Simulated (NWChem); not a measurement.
Species: C$_{2}$H$_{7}$B; SMILES BCC

```xyz
10

B     -0.2765    -1.4335    -0.0108
H      0.2897    -2.4785     0.2254
H     -1.4408    -1.4748    -0.3487
C      0.5122    -0.0953     0.0274
C     -0.2558     1.2201     0.0193
H      1.1003    -0.2053    -0.9163
H      1.2976    -0.1144     0.8036
H     -0.8073     1.3629     0.9618
H     -0.9979     1.2460    -0.7938
H      0.4061     2.0914    -0.1051
```
Atoms are numbered in this order, from 1.

Geometry: optimised at PBE0/def2-SVP.

Problem. Give the principal values of the shielding tensors (ppm) of B1, C4, C5 from PBE0/pcSseg-1, GIAO (NWChem), with their diamagnetic and paramagnetic parts as GIAO splits them.

Solution. 
```json
[
 {"atom": "B1", "σ11": "-68.2", "σ22": "-22.5", "σ33": "121.4", "isotropic": "10.2", "diamagnetic": "193.0", "paramagnetic": "-182.8"},
 {"atom": "C4", "σ11": "117.0", "σ22": "158.9", "σ33": "182.5", "isotropic": "152.8", "diamagnetic": "252.0", "paramagnetic": "-99.2"},
 {"atom": "C5", "σ11": "155.9", "σ22": "172.0", "σ33": "184.4", "isotropic": "170.8", "diamagnetic": "248.8", "paramagnetic": "-78.1"}
]
```
